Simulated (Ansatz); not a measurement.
`[SiH3][SiH2]BCl` + `CO[AsH2]` → `CO[AsH][SiH3]` + `[SiH3]BCl` at 500 K and 1 bar (cleavage of the Si–Si bond).

Computed with Ansatz on PBE0-D4/def2-TZVP structures; ΔE is electronic, products minus reactants. CCSD(T)/CBS is the MP2 limit (def2-TZVPP, def2-QZVPP) plus CCSD(T) − MP2 in def2-TZVPP, frozen cores. This one scheme is used for every species. For As outer-core shells are correlated without core-valence functions, which leaves a few kJ/mol of doubt a bond. Scalar relativity is left out up to krypton. One conformer a species, not always the lowest.

```tsv
species	CCSD(T)/CBS energy (Eh)	H − E (kJ/mol)	S (J/(mol·K))
`[SiH3][SiH2]BCl`	-1066.34562	194.7	436.7
`CO[AsH2]`	-2351.21577	183.5	338.9
`CO[AsH][SiH3]`	-2641.50192	244.8	433.3
`[SiH3]BCl`	-776.06195	133.4	356.8
```

H − E and S are ideal-gas, rigid-rotor, harmonic terms from PBE0-D4/def2-TZVP, for one conformer and one mirror image of each species. 1 Eh = 2625.50 kJ/mol, R = 8.31446 J/(mol·K).

Q: By hand: ΔE, ΔH, ΔS and ΔG.

A: ΔE = (-2641.50192) + (-776.06195) − (-1066.34562) − (-2351.21577) = -0.00248 Eh = -6.5 kJ/mol. Δ(H − E) = 244.8 + 133.4 − 194.7 − 183.5 = 0.0, so ΔH = -6.5 kJ/mol. ΔS = 433.3 + 356.8 − 436.7 − 338.9 = 14.5 J/(mol·K). ΔG = -6.5 − 500 × (14.5)/1000 = -13.8 kJ/mol.

Q: By hand: the equilibrium constant, and the temperature at which ΔG would vanish if ΔH and ΔS stayed fixed.

A: log₁₀ K = −ΔG/(RT ln 10) = 1.4. ΔH and −TΔS have one sign here, so there is no such temperature.

TΔS isn't small against ΔH here. A doubt of 5 kJ/mol in ΔE shifts log₁₀ K by 0.5 here. Other conformers and mirror images would add mixing entropy, several J/(mol·K) or more a flexible species. Modes under 60 cm⁻¹, often nearly free rotors, make the harmonic entropy too high. These are equilibria of isolated gas molecules and say nothing of rates. Largest T1 diagnostic: 0.014 (customary marks: 0.02 for closed shells, 0.045 for open ones).
